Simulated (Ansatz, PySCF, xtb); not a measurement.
Reaction R1 + 2 R2 → P1 + P2, each structure at its B3LYP-D3(BJ)/def2-TZVP stationary point, reached from a drawn start (curvature not checked).
P1: AlH3O3 (SMILES [OH][Al]([OH])[OH]), charge 0, multiplicity 1.
R1, AlHO (SMILES [OH][Al]) (charge 0, multiplicity 1):
```json
[
 {"atom": "Al", "x (Å)": "0.4468", "y (Å)": "-0.2618", "z (Å)": "-1.3422"},
 {"atom": "O", "x (Å)": "-0.0750", "y (Å)": "0.0439", "z (Å)": "0.2268"},
 {"atom": "H", "x (Å)": "-0.3718", "y (Å)": "0.2179", "z (Å)": "1.1154"}
]
```
P2: H2 (SMILES [H][H]), charge 0, multiplicity 1.
R2: H2O (SMILES O), charge 0, multiplicity 1.

P less R. No zero-point or thermal terms. One arrangement of each flexible species, with no search for the lowest.

Run with Ansatz (Gaussian orbitals); PySCF for the D3/D4 terms; xtb for the GFN methods. All values are computed, each at the level named.

**Question.** One of these levels gives -79.80 kcal/mol for the reaction energy. Which one is it?
A. PBE-D3(BJ)/def2-TZVPP
B. r2SCAN-D3(BJ)/def2-TZVPP
C. GFN1-xTB

**Answer.** B, r2SCAN-D3(BJ)/def2-TZVPP. The others give -34.75 (GFN1-xTB), -69.25 (PBE-D3(BJ)/def2-TZVPP)

Ansatz is a first-principles code.
